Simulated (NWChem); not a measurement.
Species: C2F3, doublet; SMILES F[C]=C(F)F

Program: NWChem. Pople sets run with spherical d functions. Spin-unrestricted. In the optimisation the excess spin sits in a' (Cs, its own frame). Structure relaxed at the PBE0/def2-SVP, spin-unrestricted level. No stability test was run on the SCF state. Level PBE/6-31G*: energy and gradient on several grids; changes count from the extra-fine grid, which is no exact limit either.

```tsv
grid	size of the energy change (μHa)	largest change of a gradient component (μHa/bohr)	time, medium = 1 (rough)
xcoarse	5000	2000	about 1
coarse	40	200	about 1
medium	< 10	< 30	about 1
fine	< 10	< 30	about 1
xfine	< 10	< 30	2
```
